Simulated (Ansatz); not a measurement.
**What a proton shuttle does**

SiNH₅ ([NH2][SiH3]) + H₂O → SiH₄O ([OH][SiH3]) + NH₃ (links in brackets), a four-centre ligand exchange, has a barrier of 26.95 kcal/mol above its start structure and a step energy of -7.19 kcal/mol. One NH₃ is now added to the ring of the saddle, taking the hydrogen and handing on one of its own. Gas-phase electronic energies, without zero-point energy, by CCSD(T) at an estimated basis limit (MP2 extrapolated from triple and quadruple zeta, plus CCSD(T) − MP2 in triple zeta); Ansatz 0.2.0, def2-TZVPP and QZVPP, frozen cores, on PBE0-D4/def2-TZVP structures. Extrapolation: Hartree–Fock as exp(−7.88 √X), correlation as X^−2.97. Each barrier counts from its own start structure, which holds all the molecules, is reached by relaxing down from the saddle and may not be the deepest complex; no counterpoise correction.

(1) What are the barrier and the step energy with the shuttle? (To be estimated.)

No T1 diagnostic of these runs exceeds 0.011.

For scale, one of the runs: CCSD(T)/def2-TZVPP, 275 basis functions, launched by `ansatz run in.yaml --threads 8 --pin off --events-out ev --progress --plain --max-ram 19148MiB`. The run took 2.2 min on 8 CPU threads of an Arm Neoverse V1 (shared host), with 7.6 GiB of host memory at its peak.

Results:

(1) The calculation gives: Barrier 20.61 kcal/mol, 6.34 kcal/mol lower than without; step energy -8.55 kcal/mol, both from the start structure. Counted from all the molecules apart, the saddle lies at 10.85 kcal/mol with the shuttle and at 22.03 kcal/mol without; the start well goes from -4.93 to -9.76 kcal/mol. At the saddle the angle at each passing proton is O–H···N 134° without the shuttle, against O–H···N 163° and N–H···N 147° with it. Bringing in the extra molecule costs entropy, which these electronic energies leave out.
